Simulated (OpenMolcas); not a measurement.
# Pd2+ in NaF

Pd2+ with its 6 nearest fluoride ions at 2.221 Å, on the Na site of NaF (a = 4.634 Å, distance in the model lattice 2.317 Å). The rest of the host is ab initio model potentials to 7.6 Å, with orthogonalisation functions on the cations behind the ligands, and point charges beyond; the distance is set by hand and nothing relaxes, and no local charge compensation is placed. Ligand basis ANO-RCC-VDZP.
```
Pd    0.0000    0.0000    0.0000
F     2.2210    0.0000    0.0000
F     0.0000    2.2210    0.0000
F    -2.2210    0.0000    0.0000
F     0.0000   -2.2210    0.0000
F     0.0000    0.0000    2.2210
F     0.0000    0.0000   -2.2210
```

```yaml
Program: OpenMolcas 26.06
Method: "SS-CASPT2, IPEA 0.25 Eh, imaginary shift 0.1 Eh (closed shells correlated: 4s 4p and the ligand valence shells)"
Basis: ANO-RCC-VTZP [7s6p4d2f1g]
Scalar_Hamiltonian: DKH2, point nucleus
Active_space: 8 electrons in 5 orbitals (4d)
State_averaging: 2S+1 = 3 even, 10 roots; 2S+1 = 1 even, 15 roots
Spin-orbit_coupling: state interaction with AMFI integrals over the reference wave functions
```

The lowest spin-free states (labels of O, the rotations of Oh), above the lowest:

```
State  Degeneracy  E (cm-1)
  3A2           1         0
   1E           2      8760
  3T2           3     13220
  1A1           1     16770
  3T1           3     18990
  1T2           3     22530
  1T1           3     25960
  3T1           3     28610
   1E           2     38220
  1T2           3     38290
  1A1           1     54430
```

The lowest levels with spin-orbit coupling:

| E (cm-1) | Degeneracy | Label | 2S+1 |
| --- | --- | --- | --- |
| 0 | 3 | T2 | 3 |
| 8330 | 2 | E | 1 (89 %) |
| 12830 | 3 | T1 | 3 |
| 12900 | 2 | E | 3 |
| 13810 | 3 | T2 | 3 |
| 14340 | 1 | A2 | 3 |
| 15740 | 1 | A1 | 1 (58 %) |
| 18800 | 3 | T1 | 3 |
| 19100 | 1 | A1 | 3 (58 %) |
| 20270 | 3 | T2 | 3 |
| 20870 | 2 | E | 3 |
| 22320 | 3 | T2 | 1 (85 %) |
| 26480 | 3 | T1 | 1 |
| 28800 | 2 | E | 3 |
| 29420 | 3 | T2 | 3 (88 %) |
| 29500 | 3 | T1 | 3 |
| 29520 | 1 | A1 | 3 |
| 38850 | 2 | E | 1 |
| 38890 | 3 | T2 | 1 |
| 55270 | 1 | A1 | 1 |

Powder χT (cm3 K/mol): 1.37 at 2 K, 1.38 at 10 K, 1.38 at 50 K, 1.39 at 100 K, 1.4 at 200 K, 1.41 at 300 K. The effective moment at 300 K is 2.828 √(χT) = 3.36 μB.

The lowest level has 2S+1 = 3, for which the spin-only value is χT = S(S+1) / 2 = 1.000 cm3 K/mol (g = 2). The computed 1.412 at 300 K differs by +0.412, through orbital momentum, spin-orbit coupling and any other state in reach.

Roots that are degenerate in the reference are averaged as groups; the widest CASPT2 spread within a group is 250 cm-1 (the 3-fold group of multiplicity 3 near 28600 cm-1 above the lowest state of its run). Shifts and gaps below about the spread of the groups concerned are not significant. Over all roots computed the reference weight is 0.71 to 0.72; a low but even weight reflects the number of correlated electrons. Real 4d8 and 5d8 ions are as a rule square planar and diamagnetic. Ligand-to-metal charge-transfer states are missing. With no ligand orbital active B as a rule stays too high, so bands that hang on it stand too high and its fall with covalency is understated. With one d shell and no ligand orbital active, 10Dq can be off by a tenth or more. No measured value stands beside these numbers; the geometry was set by hand and not optimised.

The CASPT2 steps took 2.4 min on 1 thread of Arm Neoverse V1, with other jobs on the host; the integral step is not counted.
